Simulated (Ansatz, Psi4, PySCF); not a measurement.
N (SMILES [N]), quartet. Base run: MP2/6-311G** in PySCF.

The PySCF input:
```python
from pyscf import gto, scf, mp

mol = gto.Mole()
mol.atom = '''
    N     0.000000    0.000000    0.000000
'''
mol.basis = '6-311g**'
mol.charge = 0
mol.spin = 3
mol.verbose = 4
mol.build()

mf = scf.UHF(mol)
mf.kernel()

pt = mp.MP2(mf)
pt.kernel()
print('E(MP2) = %.10f' % pt.e_tot)
```

The same geometry, method and basis name were run in Ansatz (an electronic-structure program) and Psi4 and PySCF, at each program's defaults and at the settings that a row names. The base is PySCF at its defaults. Differences at the defaults can come from grids, fitting, cores and function types together.

```json
[
 {"code and settings": "PySCF, defaults (exact integrals, spherical functions, all electrons correlated)", "ΔE vs base (mEh)": "0.000", "basis functions": "18", "E (Eh)": "-54.49284", "SCF cycles": "7"},
 {"code and settings": "Psi4, defaults (density fitting with its default set, spherical functions, all electrons correlated)", "ΔE vs base (mEh)": "0.024", "basis functions": "18", "E (Eh)": "-54.49282", "SCF cycles": "11"},
 {"code and settings": "Ansatz, defaults (factorised integrals, spherical functions, frozen core)", "ΔE vs base (mEh)": "17.789", "basis functions": "18", "E (Eh)": "-54.47505", "SCF cycles": "-"},
 {"code and settings": "PySCF, frozen core", "ΔE vs base (mEh)": "17.789", "basis functions": "18", "E (Eh)": "-54.47505", "SCF cycles": "7"},
 {"code and settings": "Psi4, exact integrals, spherical functions, frozen core", "ΔE vs base (mEh)": "17.789", "basis functions": "18", "E (Eh)": "-54.47505", "SCF cycles": "11"},
 {"code and settings": "Ansatz, high accuracy, frozen core", "ΔE vs base (mEh)": "17.789", "basis functions": "18", "E (Eh)": "-54.47505", "SCF cycles": "-"}
]
```

Open shells are given as the SCF converged; they aren't shown to be the lowest states, and a large step between rows can be another state.
